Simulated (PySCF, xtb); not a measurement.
boroxine (B₃H₃O₃), SMILES B1OBOBO1.

Geometry: PBE0-D3(BJ)/def2-SVP.

Computed with IEF-PCM-B3LYP/def2-SVP (PySCF).

The values are the electrostatic part of the solvation free energy, E(continuum) − E(gas) at the gas-phase geometry, in a cavity of scaled van der Waals radii (PySCF's table); cavitation and dispersion terms are not included. In vacuum the orbital gap is 8.58 eV. The dipole moment in vacuum is 0.00 D.

Q: Estimate the values in water (ε = 78.36), toluene (ε = 2.37), benzene (ε = 2.27). (Estimate from the structure and the level; the computed values follow.)

A: 
```csv
solvent,ε,ΔG(elec) (kcal/mol),dipole (D),gap (eV)
water,78.36,-2.4,0.00,8.69
toluene,2.37,-1.0,0.00,8.63
benzene,2.27,-1.0,0.00,8.63
```

For comparison, GFN2-xTB/ALPB(water) (xtb, at the GFN2-xTB geometry, all terms of that model) gives -0.4 kcal/mol.
